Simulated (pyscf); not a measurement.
# `[OH][SiH2][O][SiH3]`, singlet

Gas-phase minimum from PySCF at ωB97X-D3(BJ)/def2-SVP, one conformer. 

SMILES: O[SiH2]O[SiH3]
```xyz
10

O      1.1453    -1.0483     0.3431
Si     0.8484     0.5603     0.0576
O     -0.5165     0.7688    -0.8586
Si    -2.1386     0.4172    -0.7590
H      1.4121    -1.5905    -0.4062
H      0.6590     1.1678     1.3972
H      1.9606     1.1918    -0.6997
H     -2.8883     1.3980    -1.5885
H     -2.3986    -0.9596    -1.2679
H     -2.5983     0.5072     0.6581
```
Charge 0, spin multiplicity 1.

Bonds (Å): O1–Si2 1.660, O1–H5 0.963, Si2–O3 1.657, Si2–H6 1.483, Si2–H7 1.486, O3–Si4 1.663, Si4–H8 1.487, Si4–H9 1.491, Si4–H10 1.493. Bond angles (°): Si2–O1–H5 117.5, O1–Si2–O3 111.4, O1–Si2–H6 105.3, O1–Si2–H7 111.4, O3–Si2–H6 110.0, O3–Si2–H7 106.3, H6–Si2–H7 112.4, Si2–O3–Si4 138.1, O3–Si4–H8 108.6, O3–Si4–H9 110.2, O3–Si4–H10 110.2, H8–Si4–H9 109.3, H8–Si4–H10 109.5, H9–Si4–H10 109.0.

Properties at ωB97X-D3(BJ)/def2-SVP:

```yaml
harmonic_wavenumbers_unscaled: 25, 62, 104, 254, 357, 622, 648, 735, 747, 793, 846, 904, 951, 966, 972, 987, 1025, 1098, 2253, 2262, 2280, 2285, 2303, 3936 cm⁻¹
zero_point_energy: 39.2 kcal/mol
rotational_symmetry_number: 1
Entropy of this conformer at 298 K and 1 atm, rigid rotor and harmonic oscillator, modes under 100 cm⁻¹ raised to 100: 340.4 J/(mol K)
dipole_moment: 1.04 D
```

Single-point totals, which compare only within one level (frozen core for MP2 and CC):

| level | total energy (hartree) |
|---|---|
| ωB97X-D3(BJ)/def2-TZVP | -733.33892 |
| PBE/def2-TZVP | -732.78111 |
| r²SCAN/def2-TZVP | -733.12992 |
| B3LYP-D3(BJ)/def2-TZVP | -733.32152 |
| PBE0-D3(BJ)/def2-TZVP | -732.85097 |
| M06-2X/def2-TZVP | -733.15891 |
| ωB97M-D3(BJ)/def2-TZVP | -733.37509 |
| HF/def2-TZVPP | -731.32540 |
| MP2/def2-TZVPP | -732.05216 |
| CCSD/def2-TZVPP | -732.09018 |
| CCSD(T)/def2-TZVPP | -732.11551 |

The lowest mode is so soft that the shape along it may change with the basis. Soft torsions are taken as harmonic, which can shift the entropy by several J/(mol K). The CCSD(T) − MP2 part came from Ansatz, without density fitting, on the same reference.
